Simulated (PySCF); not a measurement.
C3H9BO3, SMILES COB(OC)OC, singlet, GFN2-xTB optimised geometry.

```
16

B     -0.31    -0.65     0.00
O      1.05    -0.65     0.00
C      1.79    -1.86     0.00
H      1.61    -2.41    -0.93
H      2.84    -1.59     0.08
H      1.49    -2.49     0.84
O     -0.99     0.54     0.00
C     -0.30     1.77    -0.01
H      0.27     1.88    -0.94
H     -1.05     2.55     0.07
H      0.40     1.83     0.83
O     -0.98    -1.83     0.00
C     -2.39    -1.90     0.01
H     -2.84    -0.92    -0.11
H     -2.71    -2.55    -0.81
H     -2.72    -2.34     0.96
```

Density from PBE0/def2-TZVP (PySCF 2.14.0) at that geometry.

Minimum of the electron density along straight lines between bonded atoms, close to the bond critical point (lines longer than 1.1 times the sum of covalent radii, or with two minima, are not listed):

```tsv
bond	length / Å	ρ at the minimum / e bohr⁻³	∇²ρ there / e bohr⁻⁵	position (fraction from the first atom)
B1–O2	1.365	0.209	0.92	0.33
O2–C3	1.411	0.256	-0.48	0.65
C3–H4	1.092	0.284	-1.00	0.65
C3–H5	1.090	0.286	-1.02	0.65
C3–H6	1.092	0.285	-1.01	0.65
B1–O7	1.366	0.209	0.91	0.33
O7–C8	1.411	0.256	-0.48	0.65
C8–H9	1.092	0.284	-1.00	0.65
C8–H10	1.090	0.286	-1.02	0.65
C8–H11	1.092	0.285	-1.01	0.65
B1–O12	1.361	0.210	0.92	0.33
O12–C13	1.412	0.255	-0.47	0.65
C13–H14	1.090	0.287	-1.02	0.65
C13–H15	1.092	0.285	-1.01	0.65
C13–H16	1.093	0.284	-1.00	0.65
```
